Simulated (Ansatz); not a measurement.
InCl2I (InICl₂). Charge 0, multiplicity 3. Geometry PBE0-D4/def2-SVP, that of the neutral singlet; atoms count from 1.

| atom | x (Å) | y (Å) | z (Å) |
| --- | --- | --- | --- |
| In1 | -0.003 | -0.046 | -0.021 |
| Cl2 | 1.915 | -1.234 | -0.596 |
| Cl3 | -2.048 | -1.070 | -0.452 |
| I4 | 0.136 | 2.350 | 1.068 |

In the def2 sets I, In take a core potential; there is no spin–orbit coupling. At PBE0-D4/def2-TZVP a singlet of charge 0 lies 3.89 eV below the triplet at the same geometry.

(1) Estimate the Mulliken populations from the PBE0/def2-TZVP orbitals of Ansatz.

(2) Where does the spin sit?

(3) And the Mayer bond orders between bonded heavy atoms (over 0.3)?

Answers

(1) 
| atom | charge (e) | spin (α − β) |
| --- | --- | --- |
| In1 | 0.55 | 0.58 |
| Cl2 | -0.37 | 0.18 |
| Cl3 | -0.37 | 0.18 |
| I4 | 0.20 | 1.06 |
Mulliken values and Mayer orders depend strongly on the basis.

(2) Summed by element: In 0.58, Cl 0.35, I 1.06, of 2 unpaired in all. Largest on single atoms: I4 1.06, In1 0.58, Cl3 0.18.

(3) In1–Cl2 0.90 (2.33 Å); In1–Cl3 0.90 (2.33 Å); In1–I4 0.45 (2.64 Å).
